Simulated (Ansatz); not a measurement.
CH5F3InN (`C[NH2+][In-]([F])([F])[F]`), relaxed with RKS PBE0-D4/def2-TZVP in Ansatz 0.2.0 from a PBE-D4/def2-SVP geometry. The force threshold is 0.005 eV/Å; the program also tests the step.

Charge 0, multiplicity 1. In takes the def2 core potential.

Start:

```xyz
11

C     1.076   -0.893    0.088
N     0.577    0.454    0.452
In   -1.558    0.625   -0.416
F    -0.966    0.253   -2.275
F    -2.163    2.439    0.079
F    -2.233   -0.952    0.582
H     2.105   -1.082    0.455
H     1.043   -0.984   -1.014
H     0.379   -1.642    0.511
H     0.560    0.587    1.473
H     1.179    1.195    0.066
```

| step | energy (eV) | largest force (eV/Å) | largest move (Å) |
| --- | --- | --- | --- |
| 1 | -15930.3397 | 0.661 | 0.000 |
| 2 | -15930.4139 | 0.247 | 0.056 |
| 3 | -15930.4197 | 0.054 | 0.040 |
| 4 | -15930.4210 | 0.028 | 0.020 |
| 5 | -15930.4219 | 0.031 | 0.046 |
| 6 | -15930.4220 | 0.022 | 0.020 |
| 7 | -15930.4221 | 0.006 | 0.003 |
| 8 | -15930.4221 | 0.002 | 0.001 |

End:

```xyz
11

C     1.109   -0.897    0.102
N     0.535    0.425    0.419
In   -1.551    0.611   -0.420
F    -1.069    0.301   -2.285
F    -2.037    2.413    0.128
F    -2.315   -0.899    0.550
H     2.119   -1.006    0.500
H     1.127   -1.019   -0.980
H     0.465   -1.667    0.526
H     0.503    0.570    1.423
H     1.114    1.167    0.037
```

Hardware: 4 threads of an Arm Neoverse V1 on a shared host. Wall time 45 s, peak host memory 0.71 GiB.
